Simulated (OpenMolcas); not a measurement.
Au3+ among 6 point charges of -1.7 e arranged as a trigonal antiprism (D3d), 1.98 Å from the ion, with a polar angle of 60.2° against the regular 54.74°.
```
   0.0000    1.7183    0.9837  -1.70
  -1.4881   -0.8592    0.9837  -1.70
   1.4881   -0.8592    0.9837  -1.70
   0.0000   -1.7183   -0.9837  -1.70
   1.4881    0.8592   -0.9837  -1.70
  -1.4881    0.8592   -0.9837  -1.70
```

- Program: OpenMolcas 26.06
- Method: SS-CASPT2, IPEA 0.25 Eh, imaginary shift 0.1 Eh (closed shells correlated: 5s 5p)
- Basis: ANO-RCC-VDZP [7s6p4d2f]
- Scalar Hamiltonian: DKH2, point nucleus
- Active space: 8 electrons in 5 orbitals (5d)
- State averaging: 2S+1 = 3 even, 10 roots; 2S+1 = 1 even, 15 roots
- Spin-orbit coupling: state interaction with AMFI integrals over the reference wave functions

Task: What is the spin-free ground state (labels of D3, the rotations of D3d)?

Result: 3A2, 1-fold in its orbital part, 97 % from free-ion F terms; it has the highest spin that d8 allows.

Task: Where is the first state of the same spin?

Result: 3A1 at 8040 cm-1 above the ground state.

Task: What are the lowest two levels with spin-orbit coupling?

Result: A 2-fold level E with g = 0.00, 0.00, 7.30, then a 1-fold level A1 520 cm-1 above it. Their leading multiplicities are 3 (97 %) and 3 (95 %).

Task: What is χT at 300 K, and how does it compare with the textbook value?

Result: The lowest level has 2S+1 = 3, for which the spin-only value is χT = S(S+1) / 2 = 1.000 cm3 K/mol (g = 2). The computed 2.297 at 300 K differs by +1.297, through orbital momentum, spin-orbit coupling and any other state in reach.

Roots that are degenerate in the reference are averaged as groups; the widest CASPT2 spread within a group is 55 cm-1 (the 2-fold group of multiplicity 1 near 37500 cm-1 above the lowest state of its run). Shifts and gaps below about the spread of the groups concerned are not significant. Spin-orbit coupling mixes the spin-free states strongly: the lowest level takes only 70 % from its leading state, 3A2. Real 4d8 and 5d8 ions are as a rule square planar and diamagnetic. Free-ion shares, where given, are those of the reference states; single-state CASPT2 does not remix them. Point charges carry no covalency, so the field is a model and not that of real ligands. No measured value stands beside these numbers.

With an even number of electrons the g values are those of a degenerate or nearly degenerate non-Kramers pair.
